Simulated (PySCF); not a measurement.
# How methods differ on the ionisation energy of Br²⁸⁺

Br²⁸⁺ [He] 2s2 2p3 (4S) → Br²⁹⁺ [He] 2s2 2p2 (3P), as a difference of total energies. All numbers are calculated (PySCF 2.14, no relativity, point nucleus, in an even-tempered Gaussian basis (15 s from 8.7 bohr⁻², ratio 2.5; 9 p from 11 bohr⁻², ratio 2.5; 5 d from 46 bohr⁻², ratio 2.7; 4 f from 69 bohr⁻², ratio 2.7)). Correlated levels: nothing frozen; virtual orbitals above 40 to 60 times the deepest correlated orbital energy dropped. The calculations carry no spin-orbit coupling.

```csv
method,ionisation energy (eV)
UHF,3179.1
MP2 (all electrons),3178.8
SCS-MP2 (all electrons),3178.3
CCSD (all electrons),3177.5
CCSD(T) (all electrons),3177.5
```

Spin-orbit coupling is strong in these open shells (close to jj coupling). The scalar numbers leave it out and a first-order estimate fails, so it can dominate the gap to the real levels.

All relativistic terms are absent from these numbers, so their closeness to the reference says little about the methods.

For comparison: 3169 ± 24 eV (semi-empirical (NIST evaluation); NIST Atomic Spectra Database, ionization energies).
